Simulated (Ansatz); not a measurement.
Basis-set series for `F[Si](F)([SiH3])Cl`. The species carries charge 0 and has multiplicity 1. The structure was optimised at the PBE0-D4/def2-TZVP level.

| functional | basis | functions | energy (Eh) | HOMO (eV) | LUMO (eV) |
| --- | --- | --- | --- | --- | --- |
| PBE0-D4 | def2-SVP | 97 | -1239.77598 | -8.97 | -0.16 |
| PBE0-D4 | def2-TZVPP | 230 | -1240.40623 | -9.02 | -0.43 |
| ωB97M-V | def2-SVP | 97 | -1240.23996 | -10.99 | 1.78 |
| ωB97M-V | def2-TZVPP | 230 | -1240.87350 | -11.07 | 1.43 |

(1) Give the rows for def2-QZVPP. (Best estimate.)

## Answers

(1) Computed: 
```
functional       basis  functions  energy (Eh)  HOMO (eV)  LUMO (eV)
   PBE0-D4  def2-QZVPP        414  -1240.45100      -9.04      -0.49
   ωB97M-V  def2-QZVPP        414  -1240.91554     -11.10       1.27
```

Positive LUMOs are unbound and depend on the basis.
